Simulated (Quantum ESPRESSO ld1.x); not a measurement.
Input (ld1.x (Quantum ESPRESSO 7.5)):

```
 &input
    atom='Mo',
    iswitch=1,
    rel=2,
    dft='REVPBE',
    config='[He] 2s1',
    rel_dist='energy',
    verbosity='high',
    lsmall=.true.,
    prefix='ld1',
    max_out_wfc=37,
    file_charge='ld1.rho',
 /
```

Command: `OMP_NUM_THREADS=1 ld1.x < ld1.in > ld1.out`

Output (excerpt):

```
     Program LD1 v.7.5 starts

     --------------------------- All-electron run ----------------------------

     dirac relativistic calculation

     atomic number is 42.00
     dft =REVPBE   lsd =0 sic =0 latt =0  beta=0.20 tr2=1.0E-14
     Exchange-correlation= REVPBE
                           (   1   4   4   4   0   0   0)
     mesh =2043 r(mesh) =  99.31835 a.u. xmin = -8.00 dx = 0.00800
     1 Ry =  13.60569312 eV, c = 137.03599908

     n l j   nl                  e(Ry)          e(Ha)          e(eV)
     Spin orbit split results
     1 0 0.5 1S 1( 2.00)   -1716.186337400    -858.093168700 -23349.9046485
     2 0 0.5 2S 1( 1.00)    -414.372886568    -207.186443284  -5637.8303331
     Averaged results
     1 0     1S 1( 2.00)   -1716.186337400    -858.093168700 -23349.9046485
     2 0     2S 1( 1.00)    -414.372886568    -207.186443284  -5637.8303331

     final scf error:  7.8E-17 reached in  12 iterations

     Etot =   -3980.544679 Ry,   -1990.272339 Ha,  -54158.069360 eV

     Ekin =    4185.247284 Ry,    2092.623642 Ha,   56943.190192 eV
     Encl =   -8254.050519 Ry,   -4127.025260 Ha, -112302.078385 eV
     Eh   =     149.891668 Ry,      74.945834 Ha,    2039.380043 eV
     Exc  =     -61.633112 Ry,     -30.816556 Ha,    -838.561210 eV

     normalization and overlap integrals

     s(1S/1S) =  1.000000  <r> =   0.0349  <r2> =    0.0016  r(max) =   0.0229
     LC norm =  0.97633206 + SC norm =  0.02366794 =  1.00000000
     s(2S/2S) =  1.000000  <r> =   0.1423  <r2> =    0.0238  r(max) =   0.1237
     LC norm =  0.99434529 + SC norm =  0.00565471 =  1.00000000

     LC charge =  2.94700941 + SC charge =  0.05299059 =  3.00000000

     ------------------------ End of All-electron run ------------------------
```

Run on one thread of a shared host, so times are rough (Intel(R) Xeon(R) Processor @ 2.60GHz): 0.56 s of CPU time, 1.1 s wall, 12 iterations on 2043 mesh points.
